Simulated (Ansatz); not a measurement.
Consider the formal exchange of groups at a C–C bond: `C#CC[SiH2][GaH2]` + `CC(C)C` → `C#CC(C)(C)C` + `C[SiH2][GaH2]`.

Gas-phase electronic energies from Ansatz, PBE0-D4/def2-TZVP geometries. CBS: MP2 limit from def2 TZ/QZ plus the TZ coupled-cluster correction, frozen cores. Functionals use def2-TZVPP. B3LYP here is the variant with VWN-RPA as its local correlation; programs differ in this. HSE06 is defined as in plane-wave codes. For Ga outer-core shells are correlated without core-valence functions, which leaves a few kJ/mol of doubt a bond. Scalar relativity is left out up to krypton. Each species was taken in one conformer, which may not be the lowest.

`C#CC[SiH2][GaH2]`:

```xyz
12

C    -0.384   -1.163    1.539
C     0.447   -0.990    0.673
C     1.305   -0.621   -0.424
Si    0.354    0.892   -1.184
Ga   -1.500    0.772    0.380
H    -0.995   -1.464    2.359
H     2.301   -0.341   -0.073
H     1.402   -1.437   -1.142
H     0.112    0.598   -2.625
H     1.264    2.070   -1.127
H    -1.509    1.707    1.644
H    -2.797   -0.024   -0.020
```

`CC(C)C`:

```xyz
14

C     0.020   -1.436   -0.191
C     0.114    0.070   -0.382
C     1.166    0.671    0.540
C    -1.239    0.732   -0.168
H    -0.713   -1.880   -0.871
H     0.982   -1.922   -0.370
H    -0.288   -1.677    0.832
H     0.423    0.261   -1.418
H     0.899    0.505    1.589
H     1.259    1.750    0.388
H     2.148    0.221    0.371
H    -1.186    1.812   -0.332
H    -1.590    0.569    0.857
H    -1.994    0.325   -0.846
```

`C#CC(C)(C)C`:

```xyz
16

C    -0.985   -2.299    0.791
C    -0.534   -1.247    0.429
C     0.016    0.036   -0.012
C    -0.911    1.165    0.450
C     0.116    0.041   -1.541
C     1.407    0.224    0.599
H    -1.384   -3.232    1.112
H    -0.510    2.129    0.126
H    -0.999    1.175    1.538
H    -1.910    1.046    0.028
H     0.769   -0.761   -1.891
H     0.525    0.995   -1.882
H    -0.867   -0.097   -1.996
H     2.082   -0.574    0.284
H     1.828    1.180    0.276
H     1.358    0.219    1.689
```

`C[SiH2][GaH2]`:

Cartesian coordinates in Å:
```
C -0.183 0.866 1.358
Si -0.518 0.380 -0.426
Ga 0.793 -1.487 -1.217
H -0.804 1.713 1.656
H 0.864 1.146 1.494
H -0.396 0.033 2.033
H -0.262 1.550 -1.320
H -1.965 0.044 -0.590
H 1.838 -2.226 -0.297
H 0.633 -2.019 -2.691
```

```
             level  ΔE (kJ/mol)  difference from CCSD(T)/CBS
       LDA (SPW92)         34.1                         22.8
            PBE-D4         22.0                         10.7
         revPBE-D4         19.7                          8.4
           BLYP-D4         11.4                          0.1
         r2SCAN-D4         19.8                          8.5
            B97M-V         13.7                          2.4
           PBE0-D4         20.5                          9.2
          B3LYP-D4         11.3                          0.0
        r2SCANh-D4         19.4                          8.1
        r2SCAN0-D4         18.9                          7.6
          HSE06-D4         20.6                          9.3
      CAM-B3LYP-D4          8.5                         -2.8
           ωB97M-V         13.3                          2.0
            B2PLYP          7.9                         -3.4
          PBE-QIDH         16.9                          5.6
               PBE         19.5                          8.2
            revPBE         13.3                          2.0
              BLYP          5.4                         -5.9
            r2SCAN         19.7                          8.4
              PBE0         18.6                          7.3
             B3LYP          6.7                         -4.6
           r2SCANh         19.2                          7.9
           r2SCAN0         18.6                          7.3
             HSE06         18.8                          7.5
             BHLYP          5.4                         -5.9
         CAM-B3LYP          6.4                         -4.9
           LC-ωPBE         13.4                          2.1
      MP2/def2-SVP          3.1                         -8.2
     CCSD/def2-SVP         -0.1                        -11.4
  CCSD(T)/def2-SVP          2.7                         -8.6
     HF/def2-TZVPP         -6.8                        -18.1
    MP2/def2-TZVPP         11.1                         -0.2
SCS-MP2/def2-TZVPP          6.2                         -5.1
   CCSD/def2-TZVPP          7.4                         -3.9
CCSD(T)/def2-TZVPP         11.0                         -0.3
     HF/def2-QZVPP         -7.7                        -19.0
    MP2/def2-QZVPP         11.0                         -0.3
SCS-MP2/def2-QZVPP          5.8                         -5.5
     MP2/CBS(def2)         11.4                          0.1
    CCSD/CBS(def2)          7.8                         -3.5
       CCSD(T)/CBS         11.3                            0
```

Largest T1 diagnostic among the species: 0.013.

The D4 term adds +4.6 kJ/mol with B3LYP and +2.0 kJ/mol with PBE0; it sums over pairs of atoms, weighted by their polarisabilities, and B3LYP, whose exchange is more repulsive, gets the larger term. In def2-TZVPP, CCSD(T) changes the Hartree–Fock value by +17.8 kJ/mol (the triples alone add +3.6 kJ/mol) and MP2 by +17.9 kJ/mol. Leaving LDA and LC-ωPBE aside and taking each functional with its dispersion term where it has one, the values spread over 14.1 kJ/mol, from B2PLYP to PBE-D4. LDA lies +14.6 kJ/mol from PBE without D4.

CCSD(T)/CBS has its own doubt, a few kJ/mol and more with outer-core shells, so smaller differences from it don't rank the levels.
